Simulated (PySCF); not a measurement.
B3LYP has the VWN-RPA correlation part, as in Gaussian. Delta-SCF ions had no search for a lower state. Excitations are Tamm–Dancoff values on a coarser integration grid. The basis has no diffuse functions, so Rydberg states are missing or too high.

Species: H₉BSi₃, SMILES `B([SiH3])([SiH3])[SiH3]` (charge 0, multiplicity 1).

Estimate the T1 excitation (TDA), S1–T1 gap (TDA) and vertical ionisation energy (Delta-SCF) that B3LYP-D3(BJ)/def2-TZVP (PySCF) returns for this input.


```
Quantity                                  Value
--------------------------------------  -------
T1 excitation (TDA)                     2.58 eV
S1–T1 gap (TDA)                         0.69 eV
vertical ionisation energy (Delta-SCF)  9.72 eV
```
